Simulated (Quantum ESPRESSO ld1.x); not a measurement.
Task: The aim is neutral promethium in [Xe] 4f5 6s2. This ld1.x (Quantum ESPRESSO 7.5) run was made with `OMP_NUM_THREADS=1 ld1.x < ld1.in > ld1.out`. Can the result be used? Name any fault.

```
 &input
    zed=61.0,
    iswitch=1,
    rel=2,
    dft='PBE',
    config='[Xe] 4f5 6s2',
    lsmall=.true.,
    atom='Pm',
    prefix='ld1',
    max_out_wfc=37,
    file_charge='ld1.rho',
 /
```

Output (excerpt):

```
     Program LD1 v.7.5 starts

     --------------------------- All-electron run ----------------------------

     dirac relativistic calculation

     atomic number is 61.00
     dft =PBE   lsd =0 sic =0 latt =0  beta=0.20 tr2=1.0E-14
     Exchange-correlation= PBE
                           (   1   4   3   4   0   0   0)
     mesh =2091 r(mesh) = 100.39638 a.u. xmin = -8.00 dx = 0.00800
     1 Ry =  13.60569312 eV, c = 137.03599908

     n l j   nl                  e(Ry)          e(Ha)          e(eV)
     Spin orbit split results
     1 0 0.5 1S 1( 2.00)     -3306.0303     -1653.0152    -44980.8343
     2 0 0.5 2S 1( 2.00)      -537.2395      -268.6197     -7309.5157
     2 1 0.5 2P 1( 2.00)      -508.7160      -254.3580     -6921.4341
     2 1 1.5 2P 1( 4.00)      -467.5382      -233.7691     -6361.1807
     3 0 0.5 3S 1( 2.00)      -117.1287       -58.5643     -1593.6170
     3 1 0.5 3P 1( 2.00)      -104.9086       -52.4543     -1427.3549
     3 1 1.5 3P 1( 4.00)       -96.6285       -48.3143     -1314.6984
     4 0 0.5 4S 1( 2.00)       -23.2745       -11.6372      -316.6655
     4 1 0.5 4P 1( 2.00)       -18.6269        -9.3135      -253.4320
     4 1 1.5 4P 1( 4.00)       -16.8209        -8.4104      -228.8597
     3 2 1.5 3D 1( 4.00)       -75.4083       -37.7042     -1025.9827
     3 2 2.5 3D 1( 6.00)       -73.6141       -36.8070     -1001.5705
     5 0 0.5 5S 1( 2.00)        -3.0675        -1.5337       -41.7354
     5 1 0.5 5P 1( 2.00)        -1.8298        -0.9149       -24.8956
     5 1 1.5 5P 1( 4.00)        -1.5902        -0.7951       -21.6363
     4 2 1.5 4D 1( 4.00)        -9.1824        -4.5912      -124.9323
     4 2 2.5 4D 1( 6.00)        -8.8615        -4.4307      -120.5668
     4 3 2.5 4F 1( 5.00)        -0.1648        -0.0824        -2.2428
     4 3 3.5 4F 1( 0.00)        -0.1306        -0.0653        -1.7771
     6 0 0.5 6S 1( 2.00)        -0.2600        -0.1300        -3.5371
     Averaged results
     1 0     1S 1( 2.00)     -3306.0303     -1653.0152    -44980.8343
     2 0     2S 1( 2.00)      -537.2395      -268.6197     -7309.5157
     2 1     2P 1( 6.00)      -481.2641      -240.6321     -6547.9318
     3 0     3S 1( 2.00)      -117.1287       -58.5643     -1593.6170
     3 1     3P 1( 6.00)       -99.3886       -49.6943     -1352.2505
     4 0     4S 1( 2.00)       -23.2745       -11.6372      -316.6655
     4 1     4P 1( 6.00)       -17.4229        -8.7114      -237.0505
     3 2     3D 1(10.00)       -74.3318       -37.1659     -1011.3354
     5 0     5S 1( 2.00)        -3.0675        -1.5337       -41.7354
     5 1     5P 1( 6.00)        -1.6701        -0.8350       -22.7227
     4 2     4D 1(10.00)        -8.9898        -4.4949      -122.3130
     4 3     4F 1( 5.00)        -0.1453        -0.0726        -1.9767
     6 0     6S 1( 2.00)        -0.2600        -0.1300        -3.5371

     final scf error:  5.8E-15 reached in  33 iterations

     Etot =  -20054.353722 Ry,  -10027.176861 Ha, -272853.382515 eV

     Ekin =   21687.938453 Ry,   10843.969226 Ha,  295079.435058 eV
     Encl =  -49071.580617 Ry,  -24535.790308 Ha, -667652.866930 eV
     Eh   =    7788.672139 Ry,    3894.336069 Ha,  105970.282958 eV
     Exc  =    -459.383697 Ry,    -229.691848 Ha,   -6250.233601 eV
```

Result: Yes, it can be used (harmless). The line at issue: atom='Pm'. atom and zed name the same element, and the result equals that of the sound run.
